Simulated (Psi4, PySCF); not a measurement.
PySCF was given this input:
```python
from pyscf import gto, scf, dft

mol = gto.Mole()
mol.atom = '''
    C    -0.04252334   -0.38733500    0.73947652
    N    -0.01011255    0.85146718   -0.00126732
    C    -0.05037456   -0.38962699   -0.73777732
    H     0.89670534    1.30833644   -0.00679566
    H    -0.96703575   -0.57186181    1.26898429
    H    -0.98045991   -0.57578070   -1.25685328
    H     0.84619301   -0.72763722    1.25923727
    H     0.83277259   -0.73155502   -1.26589656
'''
mol.basis = '6-31g*'
mol.verbose = 3
mol.build()

mf = dft.RKS(mol)
mf.xc = 'b3lyp'
mf.grids.atom_grid = (99, 590)
mf.grids.prune = None
mf.kernel()
```

Problem. Write the same job for Psi4.

Solution. One answer among several that fit: 
```
memory 2 GB

molecule mol {
0 1
C    -0.042523   -0.387335    0.739477
N    -0.010113    0.851467   -0.001267
C    -0.050375   -0.389627   -0.737777
H     0.896705    1.308336   -0.006796
H    -0.967036   -0.571862    1.268984
H    -0.980460   -0.575781   -1.256853
H     0.846193   -0.727637    1.259237
H     0.832773   -0.731555   -1.265897
}

set {
  basis 6-31g*
  reference rks
  scf_type pk
  puream true
  d_convergence 1e-8
  dft_radial_points 99
  dft_spherical_points 590
}

energy('b3lyp')
print_variables()
```

Both were run: PySCF gave -133.915536 Eh and Psi4 -133.915536 Eh, 0.000 mEh apart.
